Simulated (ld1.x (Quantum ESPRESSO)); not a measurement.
# Ranking TM potentials for W (Z = 74)

All share these settings but for the change named:

W, norm-conserving Troullier–Martins (Kleinman–Bylander form), made with ld1.x (Quantum ESPRESSO) 7.5 (LDA (PZ), scalar-relativistic). Core [Xe] 4f14, reference 5d4 6s0 6p0 (charge +2). Waves: 6s (bound, empty): rc 2.70 bohr; 5d (bound): rc 2.55 bohr; 6p (bound, empty): rc 2.75 bohr. Local part: the p channel. Core correction: none.

Test errors are all-electron minus pseudo excitation energies from the reference, over 5d4 6s2 6p0; 5d4 6s1 6p0; 5d3 6s0 6p0; 5d5 6s0 6p0; 5d3 6s2 6p0; 5d2 6s0 6p0; 5d5 6s1 6p0. None of these files shows a bound ghost.

The base gives 79.0 meV.

Of 9 variants that were run, those that failed, showed a ghost or another fault, or gave nearly equal values are left out.

Question: Rank these variants by their largest absolute test error, smallest first.
A. all radii scaled by about 1.37 (s 3.70, p 3.78, d 3.50 bohr)
B. all radii scaled by about 1.29 (s 3.50, p 3.56, d 3.30 bohr)
C. all radii scaled by about 1.26 (s 3.40, p 3.48, d 3.22 bohr)
D. all radii scaled by about 1.08 (s 2.94, p 2.98, d 2.76 bohr)
E. all radii scaled by about 1.19 (s 3.22, p 3.28, d 3.04 bohr)

Answer: D (64.6 meV), E (139.7 meV), C (242.5 meV), B (302.3 meV), A (440.7 meV).
